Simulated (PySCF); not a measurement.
Ground-state electric properties of a mixed set of molecules.

All values: CAM-B3LYP/def2-SVPD (PySCF) at PBE0-D3(BJ)/def2-SVP geometries, gas phase, one conformer each. Core orbitals are frozen in the response; Δα² is half the sum of the squared differences of the principal polarisabilities. Atoms past krypton carry effective core potentials.

Question: Rank by mean static polarisability, lowest first.
A. `O1CCO[SiH]1CCC`
B. `N#C[Te]C#N`
C. `CC(C)=C(C)F`
D. `CC(C)CC(=O)O[SiH3]`

Answer: C (9.57 Å³), B (9.83 Å³), A (13.11 Å³), D (13.86 Å³).

Question: Rank by HOMO energy, highest first.
A. `N#C[Te]C#N`
B. `CC(C)=C(C)F`
C. `C/C=C(\F)CC`
D. `C=C[C@H](C)CF`
E. `CC(C)CC(=O)O[SiH3]`

Answer: B (-7.91 eV), C (-8.23 eV), D (-8.95 eV), A (-9.26 eV), E (-9.75 eV).

Question: Rank by polarisability anisotropy Δα, lowest first.
A. `[CH3:1][CH:2]([CH3:3])[CH2:4][C:5](=[O:6])[O:7][SiH3:8]` with C1–C2–C4–C5 168°, C2–C4–C5–O6 -15°, C4–C5–O7–Si8 178°
B. `N#C[Te]C#N` (Te(CN)2)
C. `[CH3:1][CH2:2][CH2:3][SiH:4]1[O:5][CH2:6][CH2:7][O:8]1` with C1–C2–C3–Si4 -66°, C2–C3–Si4–O5 73°, C3–Si4–O5–C6 132°, Si4–O5–C6–C7 -28°, O5–C6–C7–O8 35°, C6–C7–O8–Si4 -26°
D. `[CH3:1]/[CH:2]=[C:3](\[F:4])[CH2:5][CH3:6]` with C2–C3–C5–C6 120°

Answer: C (3.11 Å³), A (4.09 Å³), D (4.37 Å³), B (4.81 Å³).

All values together:

```json
{"SMILES": "CCC[SiH]1OCCO1", "formula": "C5H12O2Si", "μ (D)": "0.78", "HOMO (eV)": "-9.19", "LUMO (eV)": "1.31", "α (Å³)": "13.11", "Δα (Å³)": "3.11", "electrons": "72", "α per electron (Å³)": "0.182", "ΔSCF removal energy (eV)": "9.91"}
{"SMILES": "CC(C)CC(=O)O[SiH3]", "formula": "C5H12O2Si", "μ (D)": "1.45", "HOMO (eV)": "-9.75", "LUMO (eV)": "0.90", "α (Å³)": "13.86", "Δα (Å³)": "4.09", "electrons": "72", "α per electron (Å³)": "0.192", "ΔSCF removal energy (eV)": "10.49"}
{"SMILES": "C/C=C(\\F)CC", "formula": "C5H9F", "μ (D)": "1.44", "HOMO (eV)": "-8.23", "LUMO (eV)": "1.27", "α (Å³)": "9.59", "Δα (Å³)": "4.37", "electrons": "48", "α per electron (Å³)": "0.200", "ΔSCF removal energy (eV)": "9.10"}
{"SMILES": "C=C[C@H](C)CF", "formula": "C5H9F", "μ (D)": "1.72", "HOMO (eV)": "-8.95", "LUMO (eV)": "1.25", "α (Å³)": "9.44", "Δα (Å³)": "2.91", "electrons": "48", "α per electron (Å³)": "0.197", "ΔSCF removal energy (eV)": "9.85"}
{"SMILES": "CC(C)=C(C)F", "formula": "C5H9F", "μ (D)": "1.69", "HOMO (eV)": "-7.91", "LUMO (eV)": "1.24", "α (Å³)": "9.57", "Δα (Å³)": "4.19", "electrons": "48", "α per electron (Å³)": "0.199", "ΔSCF removal energy (eV)": "8.73"}
{"SMILES": "N#C[Te]C#N", "formula": "C2N2Te", "μ (D)": "4.79", "HOMO (eV)": "-9.26", "LUMO (eV)": "-1.80", "α (Å³)": "9.83", "Δα (Å³)": "4.81", "electrons": "78", "α per electron (Å³)": "0.126", "ΔSCF removal energy (eV)": "10.26"}
```

Conformers: `[CH3:1][CH2:2][CH2:3][SiH:4]1[O:5][CH2:6][CH2:7][O:8]1` with C1–C2–C3–Si4 -66°, C2–C3–Si4–O5 73°, C3–Si4–O5–C6 132°, Si4–O5–C6–C7 -28°, O5–C6–C7–O8 35°, C6–C7–O8–Si4 -26°; `[CH3:1][CH:2]([CH3:3])[CH2:4][C:5](=[O:6])[O:7][SiH3:8]` with C1–C2–C4–C5 168°, C2–C4–C5–O6 -15°, C4–C5–O7–Si8 178°; `[CH3:1]/[CH:2]=[C:3](\[F:4])[CH2:5][CH3:6]` with C2–C3–C5–C6 120°; `[CH2:1]=[CH:2][C@H:3]([CH3:4])[CH2:5][F:6]` with C1–C2–C3–C4 -113°, C2–C3–C5–F6 64°.

By how much does the ΔSCF value exceed −ε(HOMO) over the species that have both?

By 0.71 to 1.00 eV, 0.84 eV on average, over 6 species.
